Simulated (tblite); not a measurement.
A geometry optimisation, step by step.

Compound: C₈H₆S.
Bonds: C1–C2 (aromatic), C2–C3 (aromatic), C3–C4 (aromatic), C4–C5 (aromatic), C5–S6 (aromatic), S6–C7 (aromatic), C7–C8 (aromatic), C8–C9 (aromatic), C1–C9 (aromatic), C4–C8 (aromatic). Hydrogens: H10 on C1; H11 on C2; H12 on C3; H13 on C5; H14 on C7; H15 on C9.

Computed with GFN2-xTB (tblite), gas phase: L-BFGS steps from a force-field or distance-geometry start until the largest atomic force falls under 0.01 eV/Å. 13 of its 18 geometries are shown.

Step 0: E = -636.4341 eV, largest atomic force 3.993 eV/Å
```
atom  x, y, z in Å  |  force x, y, z in eV/Å
C1     -1.884   -0.408   -0.184    0.231  -0.495  -0.034
C2     -1.668    1.010   -0.063    1.402   0.116   0.244
C3     -0.375    1.584    0.098   -3.766  -1.227  -0.505
C4      0.619    0.629    0.088    1.249  -0.085   0.259
C5      1.951    0.925    0.234    0.947  -0.293  -0.012
S6      2.918   -0.495    0.187    0.016   0.125   0.031
C7      1.554   -1.517   -0.004    1.012  -0.080   0.099
C8      0.396   -0.788   -0.030    0.335  -0.827  -0.156
C9     -0.863   -1.380   -0.179   -2.101   2.885   0.064
H10    -2.928   -0.745   -0.287    0.565   0.269   0.044
H11    -2.534    1.664   -0.071    0.102  -0.206  -0.029
H12    -0.235    2.651    0.193    0.111  -0.266  -0.009
H13     2.414    1.897    0.350   -0.148  -0.377  -0.050
H14     1.692   -2.591   -0.077   -0.099   0.500   0.032
H15    -1.064   -2.428   -0.277    0.145  -0.038   0.022
```

Step 1: E = -636.6966 eV, largest atomic force 1.411 eV/Å
```
atom  x, y, z in Å  |  force x, y, z in eV/Å
C1     -1.881   -0.415   -0.185   -0.865   0.696  -0.020
C2     -1.648    1.012   -0.059   -1.363  -0.362  -0.056
C3     -0.429    1.567    0.090    0.327  -0.216  -0.057
C4      0.637    0.627    0.092    0.002  -0.029   0.127
C5      1.964    0.921    0.233    0.275  -0.114  -0.036
S6      2.919   -0.493    0.188    0.520  -0.074   0.052
C7      1.569   -1.518   -0.002    0.204   0.100   0.043
C8      0.401   -0.800   -0.032    0.563   0.014  -0.040
C9     -0.893   -1.339   -0.178   -0.295   0.012  -0.025
H10    -2.920   -0.742   -0.287    0.324   0.226   0.025
H11    -2.532    1.661   -0.071    0.300  -0.372  -0.025
H12    -0.233    2.647    0.193   -0.200  -0.808  -0.080
H13     2.412    1.891    0.349    0.026  -0.158  -0.018
H14     1.691   -2.584   -0.077    0.037   0.163   0.015
H15    -1.062   -2.428   -0.277    0.145   0.922   0.095
```

Step 3: E = -636.8132 eV, largest atomic force 0.572 eV/Å
```
atom  x, y, z in Å  |  force x, y, z in eV/Å
C1     -1.908   -0.393   -0.185    0.227  -0.195   0.016
C2     -1.682    1.001   -0.059    0.259   0.094   0.041
C3     -0.441    1.541    0.084    0.097  -0.342  -0.008
C4      0.643    0.625    0.098    0.029  -0.217  -0.009
C5      1.979    0.913    0.232   -0.031  -0.083  -0.020
S6      2.943   -0.496    0.190    0.145  -0.024   0.021
C7      1.586   -1.515    0.000   -0.033   0.192   0.013
C8      0.412   -0.802   -0.035    0.045   0.129   0.018
C9     -0.906   -1.314   -0.177    0.290   0.408   0.037
H10    -2.913   -0.733   -0.286   -0.564  -0.073  -0.058
H11    -2.528    1.649   -0.073   -0.475   0.253  -0.023
H12    -0.242    2.610    0.189   -0.194  -0.442  -0.059
H13     2.414    1.884    0.348    0.135  -0.015   0.003
H14     1.693   -2.575   -0.076    0.126  -0.084   0.000
H15    -1.056   -2.388   -0.273   -0.056   0.400   0.029
```

Step 4: E = -636.8433 eV, largest atomic force 0.505 eV/Å
```
atom  x, y, z in Å  |  force x, y, z in eV/Å
C1     -1.915   -0.388   -0.185    0.069  -0.301   0.000
C2     -1.691    0.998   -0.058    0.367   0.264   0.037
C3     -0.443    1.525    0.082   -0.004  -0.246   0.021
C4      0.646    0.620    0.101    0.152  -0.125  -0.042
C5      1.984    0.908    0.230   -0.036   0.012   0.005
S6      2.955   -0.497    0.192   -0.058   0.017   0.005
C7      1.592   -1.510    0.001    0.046  -0.091  -0.011
C8      0.418   -0.800   -0.036   -0.091   0.121   0.041
C9     -0.905   -1.296   -0.176    0.404   0.191   0.028
H10    -2.921   -0.730   -0.287   -0.458  -0.093  -0.048
H11    -2.535    1.649   -0.074   -0.422   0.277  -0.013
H12    -0.250    2.587    0.186   -0.124  -0.168  -0.034
H13     2.418    1.881    0.348    0.125  -0.026   0.001
H14     1.696   -2.574   -0.076    0.123   0.010   0.007
H15    -1.055   -2.364   -0.271   -0.094   0.158   0.002
```

Step 6: E = -636.8644 eV, largest atomic force 0.123 eV/Å
```
atom  x, y, z in Å  |  force x, y, z in eV/Å
C1     -1.921   -0.390   -0.185   -0.122   0.012   0.001
C2     -1.695    1.002   -0.057   -0.036   0.021  -0.018
C3     -0.442    1.506    0.081   -0.071   0.019   0.029
C4      0.654    0.614    0.101    0.078   0.028  -0.033
C5      1.990    0.906    0.230    0.047   0.046   0.019
S6      2.962   -0.498    0.193   -0.073   0.005  -0.002
C7      1.598   -1.510    0.002    0.037  -0.089  -0.009
C8      0.425   -0.797   -0.035    0.024  -0.012   0.032
C9     -0.897   -1.279   -0.175    0.029  -0.067  -0.006
H10    -2.939   -0.731   -0.289   -0.044  -0.046  -0.010
H11    -2.551    1.657   -0.075   -0.040   0.083   0.006
H12    -0.259    2.564    0.183   -0.017   0.069  -0.003
H13     2.425    1.877    0.348    0.121   0.011   0.004
H14     1.704   -2.572   -0.075    0.116  -0.039   0.003
H15    -1.057   -2.341   -0.269   -0.047  -0.042  -0.014
```

Step 7: E = -636.8663 eV, largest atomic force 0.129 eV/Å
```
atom  x, y, z in Å  |  force x, y, z in eV/Å
C1     -1.923   -0.391   -0.185   -0.067   0.012  -0.002
C2     -1.696    1.003   -0.057   -0.128  -0.008  -0.016
C3     -0.443    1.506    0.082   -0.020   0.037   0.016
C4      0.656    0.614    0.100   -0.022   0.046  -0.014
C5      1.991    0.907    0.231    0.040   0.034   0.012
S6      2.960   -0.498    0.193    0.015  -0.009   0.004
C7      1.599   -1.511    0.002    0.026  -0.054  -0.003
C8      0.427   -0.797   -0.034   -0.009  -0.016   0.010
C9     -0.895   -1.279   -0.175   -0.084  -0.016  -0.004
H10    -2.943   -0.733   -0.290    0.027  -0.027  -0.003
H11    -2.554    1.660   -0.075    0.044   0.019   0.007
H12    -0.260    2.564    0.183   -0.017   0.041  -0.003
H13     2.429    1.877    0.348    0.116   0.016   0.004
H14     1.708   -2.573   -0.075    0.106  -0.045   0.002
H15    -1.059   -2.341   -0.269   -0.027  -0.029  -0.011
```

Step 8: E = -636.8678 eV, largest atomic force 0.103 eV/Å
```
atom  x, y, z in Å  |  force x, y, z in eV/Å
C1     -1.925   -0.392   -0.185   -0.065   0.062  -0.005
C2     -1.699    1.004   -0.058   -0.065  -0.031  -0.001
C3     -0.444    1.506    0.083   -0.048   0.030  -0.007
C4      0.657    0.616    0.099   -0.047   0.018   0.009
C5      1.993    0.909    0.231   -0.007   0.004  -0.002
S6      2.958   -0.498    0.193    0.069  -0.012   0.007
C7      1.600   -1.514    0.002   -0.020   0.011   0.003
C8      0.428   -0.797   -0.033   -0.024  -0.012  -0.011
C9     -0.896   -1.279   -0.175   -0.075  -0.036   0.001
H10    -2.946   -0.735   -0.290    0.063  -0.016   0.001
H11    -2.556    1.663   -0.074    0.061  -0.007   0.006
H12    -0.262    2.566    0.183   -0.021   0.009  -0.002
H13     2.434    1.877    0.348    0.102   0.010   0.003
H14     1.712   -2.575   -0.075    0.090  -0.042   0.002
H15    -1.060   -2.342   -0.270   -0.013   0.010  -0.006
```

Step 10: E = -636.8697 eV, largest atomic force 0.058 eV/Å
```
atom  x, y, z in Å  |  force x, y, z in eV/Å
C1     -1.930   -0.391   -0.185    0.018   0.014  -0.004
C2     -1.704    1.004   -0.059    0.036  -0.002   0.016
C3     -0.448    1.506    0.084   -0.001  -0.003  -0.021
C4      0.657    0.617    0.098   -0.037  -0.013   0.027
C5      1.995    0.911    0.232   -0.035  -0.017  -0.011
S6      2.960   -0.499    0.193    0.007   0.005   0.002
C7      1.601   -1.516    0.001   -0.033   0.041   0.007
C8      0.427   -0.798   -0.032   -0.025   0.000  -0.020
C9     -0.899   -1.278   -0.175   -0.011   0.001   0.007
H10    -2.948   -0.738   -0.291    0.025  -0.009  -0.002
H11    -2.556    1.668   -0.074    0.022  -0.009   0.003
H12    -0.265    2.566    0.182   -0.030  -0.010  -0.001
H13     2.446    1.877    0.348    0.035  -0.046  -0.006
H14     1.723   -2.579   -0.074    0.041   0.029   0.006
H15    -1.064   -2.341   -0.270   -0.014   0.020  -0.002
```

Step 11: E = -636.8701 eV, largest atomic force 0.056 eV/Å
```
atom  x, y, z in Å  |  force x, y, z in eV/Å
C1     -1.931   -0.390   -0.185    0.028  -0.006  -0.001
C2     -1.704    1.004   -0.058    0.033   0.004   0.011
C3     -0.448    1.506    0.083    0.015  -0.001  -0.012
C4      0.656    0.617    0.099   -0.003  -0.015   0.018
C5      1.994    0.911    0.232   -0.025  -0.017  -0.008
S6      2.961   -0.499    0.193   -0.034   0.010  -0.001
C7      1.600   -1.516    0.002   -0.010   0.019   0.005
C8      0.427   -0.799   -0.033   -0.015   0.006  -0.009
C9     -0.900   -1.278   -0.175    0.013   0.008   0.004
H10    -2.947   -0.739   -0.291    0.002  -0.007  -0.003
H11    -2.556    1.668   -0.074    0.003   0.000   0.002
H12    -0.267    2.566    0.182   -0.026  -0.003  -0.001
H13     2.449    1.876    0.348    0.012  -0.054  -0.008
H14     1.727   -2.578   -0.074    0.024   0.049   0.006
H15    -1.065   -2.341   -0.271   -0.018   0.007  -0.003
```

Step 13: E = -636.8706 eV, largest atomic force 0.028 eV/Å
```
atom  x, y, z in Å  |  force x, y, z in eV/Å
C1     -1.931   -0.390   -0.185    0.005  -0.008   0.004
C2     -1.704    1.004   -0.057    0.000  -0.001  -0.004
C3     -0.448    1.506    0.082    0.005   0.003   0.007
C4      0.655    0.617    0.100    0.022   0.001  -0.007
C5      1.993    0.910    0.231    0.004  -0.012   0.002
S6      2.959   -0.498    0.194   -0.028   0.003  -0.002
C7      1.599   -1.514    0.002    0.013   0.001   0.001
C8      0.425   -0.798   -0.034    0.011   0.003   0.013
C9     -0.901   -1.277   -0.174    0.016  -0.002  -0.006
H10    -2.946   -0.740   -0.292   -0.009   0.004  -0.002
H11    -2.555    1.669   -0.073   -0.009   0.003   0.002
H12    -0.270    2.566    0.182   -0.008   0.011  -0.001
H13     2.453    1.871    0.348   -0.008  -0.023  -0.006
H14     1.732   -2.576   -0.074    0.000   0.026   0.002
H15    -1.067   -2.340   -0.271   -0.014  -0.007  -0.003
```

Step 14: E = -636.8707 eV, largest atomic force 0.015 eV/Å
```
atom  x, y, z in Å  |  force x, y, z in eV/Å
C1     -1.930   -0.390   -0.185   -0.003  -0.004   0.003
C2     -1.704    1.004   -0.057   -0.003   0.000  -0.004
C3     -0.448    1.506    0.082   -0.002   0.000   0.007
C4      0.655    0.617    0.100    0.001   0.006  -0.008
C5      1.993    0.910    0.231    0.012  -0.004   0.003
S6      2.959   -0.498    0.194    0.000  -0.003   0.000
C7      1.599   -1.514    0.002    0.007   0.003   0.000
C8      0.425   -0.798   -0.033    0.009   0.000   0.012
C9     -0.901   -1.278   -0.175    0.006  -0.004  -0.006
H10    -2.946   -0.741   -0.292   -0.002   0.006  -0.001
H11    -2.554    1.669   -0.073   -0.004  -0.001   0.001
H12    -0.270    2.566    0.182   -0.004   0.009  -0.001
H13     2.454    1.870    0.348   -0.006  -0.009  -0.004
H14     1.733   -2.575   -0.074   -0.001   0.007   0.001
H15    -1.067   -2.340   -0.271   -0.009  -0.004  -0.003
```

Step 16: E = -636.8707 eV, largest atomic force 0.013 eV/Å
```
atom  x, y, z in Å  |  force x, y, z in eV/Å
C1     -1.930   -0.390   -0.185    0.001   0.000   0.000
C2     -1.704    1.004   -0.058    0.000  -0.001   0.000
C3     -0.448    1.506    0.083   -0.002   0.002   0.002
C4      0.655    0.617    0.100   -0.004   0.001  -0.001
C5      1.993    0.909    0.231    0.002  -0.001   0.000
S6      2.959   -0.498    0.194    0.013  -0.003   0.001
C7      1.599   -1.514    0.002    0.001   0.002   0.002
C8      0.425   -0.798   -0.033   -0.002   0.000   0.002
C9     -0.900   -1.278   -0.175   -0.002  -0.001  -0.001
H10    -2.946   -0.740   -0.292    0.001   0.004  -0.001
H11    -2.555    1.669   -0.073   -0.001  -0.004   0.001
H12    -0.271    2.567    0.181   -0.004   0.001  -0.001
H13     2.454    1.870    0.347    0.001   0.002  -0.003
H14     1.733   -2.574   -0.074    0.000  -0.003   0.000
H15    -1.068   -2.340   -0.271   -0.004   0.000  -0.002
```

Step 17: E = -636.8707 eV, largest atomic force 0.007 eV/Å
```
atom  x, y, z in Å  |  force x, y, z in eV/Å
C1     -1.930   -0.390   -0.185    0.002   0.001  -0.001
C2     -1.704    1.004   -0.058    0.002   0.000   0.002
C3     -0.448    1.506    0.083    0.000   0.001   0.000
C4      0.655    0.617    0.100   -0.001  -0.001   0.003
C5      1.993    0.909    0.231   -0.001   0.000  -0.001
S6      2.959   -0.498    0.194    0.007  -0.001   0.001
C7      1.600   -1.514    0.002   -0.001   0.000   0.002
C8      0.425   -0.798   -0.033   -0.002  -0.001  -0.001
C9     -0.900   -1.278   -0.175   -0.002   0.000   0.001
H10    -2.947   -0.740   -0.292    0.001   0.003  -0.001
H11    -2.555    1.669   -0.073   -0.001  -0.004   0.001
H12    -0.271    2.567    0.181   -0.004   0.000   0.000
H13     2.454    1.870    0.347    0.002   0.003  -0.002
H14     1.733   -2.574   -0.073    0.000  -0.003   0.000
H15    -1.068   -2.340   -0.272   -0.002   0.001  -0.002
```

**Question.** Summarise the path.

**Answer.** The energy falls by 0.4366 eV from step 0 to step 17; nine tenths of that is first reached at step 4. It falls at every step. The largest force goes from 3.993 to 0.007 eV/Å. Among the bonds C2–C3 changes most, from 1.424 to 1.360 Å; the atoms move by 0.062 Å rms after alignment.

What follows is the cost of the whole relaxation. Time: 0.14 s. Hardware: an Arm Neoverse V1 with one thread, shared host with 32 logical CPUs at a one-minute load of 9.1.
